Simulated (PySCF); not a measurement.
# Computed records: CH4GeOSi

Computed with PySCF 2.14.0. Calculation on a computer-drawn molecule: the log of a Hartree-Fock and frozen-core CCSD(T) single point meant for a local Hartree-Fock minimum, with one planted fault or none, to be diagnosed. Offsets are logged minus clean, where the clean run is the same molecule without the fault. The reference is restricted for singlets and unrestricted otherwise, and also for a bond in bohr or an excited solution. Adding or removing an electron swaps singlet and doublet. The excited solution moves the top pair (singlet) or top alpha electron (doublet) to the lowest empty orbital. Highest occupied and lowest empty are orbital energies over both spins, largest force is the largest gradient component, triples share is (T) over the correlation energy, the T1 limit is 0.02 restricted and 0.045 unrestricted, electrons count all cores, a negative frequency is imaginary (commonest isotopes), and the dipole is about the centre of nuclear charge; on germanium a core potential holds 10 electrons, which the energies leave out, and 3d is frozen in MP2 and coupled-cluster steps.

```xyz
8
formula=CH4GeOSi meant_charge=0 meant_multiplicity=1 meant_basis=cc-pV(D+d)Z meant_basis_and_core_potential_on_germanium=cc-pVDZ-PP_ECP10MDF logged_electrons=64 logged_basis_functions=94 logged_SCF_converged=yes logged_spin_squared=0 logged_highest_occupied=-4.2768 logged_lowest_empty=-4.0229 logged_largest_force=0.22063 logged_CC_converged=no logged_dipole_magnitude=12.396 logged_SCF_stable_within_its_kind=no logged_energy_HF=-697.04286 possible_faults=no_fault,one_electron_removed,one_electron_added,multiplicity_raised_by_two,geometry_at_a_saddle_point,SCF_held_on_an_excited_solution,minimal_basis_STO-3G,one_bond_length_entered_in_bohr,all_coordinates_scaled planted_fault=SCF_held_on_an_excited_solution HF_energy_offset_from_clean_run=184.1
C     -1.5098     0.2575    -1.1879
Si    -0.7887     1.3811    -0.1362
O     -0.3192     2.8820    -0.6318
Ge    -0.3399     1.0109     2.2340
H     -1.7216     0.4151    -2.2412
H     -1.7939    -0.7147    -0.7994
H     -0.4532     3.1243    -1.5372
H     -0.9290    -0.4497     2.1047
```

Units: logged_highest_occupied, logged_lowest_empty in eV; logged_largest_force in hartree/bohr; logged_dipole_magnitude in debye; logged_energy_HF in hartree; HF_energy_offset_from_clean_run in kcal/mol.

Drawn bonds:
```
atom  other atom  order
   1           2      2
   2           3      1
   2           4      1
   1           5      1
   1           6      1
   3           7      1
   4           8      1
```

Notes: CCSD not converged.
